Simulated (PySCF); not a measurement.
Static response to an electric field

Compound: C₆H₇FO₂.
Cartesian coordinates in Å at the GFN2-xTB level; atoms count from 1:
```xyz
16
C6H7FO2 angstrom
C      2.1172   -0.3765   -1.7515
C      0.9858   -0.9020   -1.2954
C      0.1720   -0.2920   -0.2397
C     -1.0135   -0.8911    0.0763
C     -1.9110   -0.6738    1.1722
O     -1.7864   -0.1574    2.2387
F     -3.1177   -1.2903    0.9024
O      0.7124    0.8214    0.2445
C     -0.0275    1.7207    1.0452
H      2.4974    0.5535   -1.3653
H      2.6937   -0.8622   -2.5191
H      0.6112   -1.8358   -1.6869
H     -1.3231   -1.7045   -0.5638
H      0.5855    2.6181    1.1157
H     -0.2196    1.3206    2.0418
H     -0.9841    1.9601    0.5735
```

Level: B3LYP/def2-SVPD (PySCF), static field, nuclei fixed, core orbitals frozen in the response. The polarisability tensor in these axes (au):

```
x   108.53  12.75 -31.38
y    12.75  73.68   7.50
z   -31.38   7.50  85.85
```

**Question.** What are the eigenvalues, a third of the trace, and Δα (Δα² = ½Σ(αi − αj)² over the three pairs)?

**Answer.** Principal values 54.25, 82.56 and 131.24 au; mean 89.35 au = 13.24 Å³ = 14.73 × 10⁻⁴⁰ C²·m²/J; Δα = 67.45 au (75 % of the mean).

**Question.** What is the dipole moment, and where does it point?

**Answer.** (2.84, 0.83, -2.70) D, 4.00 D in size, pointing from the negative to the positive side. Measured along this direction, the outermost atoms are F7 at the negative end and H11 at the positive end.

**Question.** Estimate the molar refractivity from the static electronic polarisability.

**Answer.** Lorentz–Lorenz: R = (4π/3)N_A α = 2.5225 cm³/(mol·Å³) × 13.24 Å³ = 33.4 cm³/mol, in the limit of long wavelengths.

**Question.** Find the Langevin capture rate constant for H3O+ (19.018 u) meeting this molecule (130.043 u), k = 2.342 × 10⁻⁹ cm³/s × √(α in Å³ / reduced mass in u).

**Answer.** The reduced mass is 16.59 u, so k = 2.09 × 10⁻⁹ cm³/s. The formula leaves out the permanent dipole, which adds to the capture rate.

**Question.** In TDDFT the mean static polarisability is Σ f/ω² over all singlet excitations (ω in hartree). How much of it do the 8 lowest give? Their energies (eV) and oscillator strengths: 4.61, 0.2419; 4.92, 0.2619; 5.51, 0.1271; 6.28, 0.0023; 6.52, 0.0186; 6.69, 0.0128; 7.02, 0.0018; 7.09, 0.0038.

**Answer.** They add up to 20.18 au, 22.6 % of the 89.35 au; the largest single term is 8.42 au, from the state at 4.61 eV. Terms in order: 8.42, 8.00, 3.10, 0.04, 0.32, 0.21, 0.03, 0.06 au. Higher excitations give the rest. The strengths listed sum to 0.670.

Geometry: GFN2-xTB, one conformer, isolated molecule.
